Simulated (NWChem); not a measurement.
System: GeNH5; SMILES [NH2][GeH3]

```xyz
7

Ge    -0.0066    -0.3631     0.0000
N     -0.0703     1.4970     0.0000
H     -0.7547    -0.8294    -1.2748
H     -0.7547    -0.8294     1.2748
H      1.4243    -0.9965     0.0000
H      0.3936     1.8984    -0.8245
H      0.3936     1.8984     0.8245
```
Atoms are numbered in this order, from 1.

Coordinates come from a PBE-D3(BJ)/def2-SVP optimisation.

Symmetry labels are those of Cs in the frame above (b1 and b2, or b-type labels, depend on it).

Question: List the 6 lowest vertical singlet excitations from BHandHLYP/aug-cc-pVDZ, TDA (NWChem).

Answer: 
```tsv
state	energy (eV)	oscillator strength	symmetry	leading excitation (squared amplitude)
S1	6.15	0.036	a'	HOMO → LUMO (0.86)
S2	7.19	0.075	a'	HOMO → LUMO+1 (0.82)
S3	7.47	0.000	a"	HOMO → LUMO+2 (0.86)
S4	7.88	0.015	a'	HOMO → LUMO+4 (0.75)
S5	8.08	0.016	a'	HOMO → LUMO+3 (0.85)
S6	8.15	0.008	a"	HOMO → LUMO+5 (0.46)
```
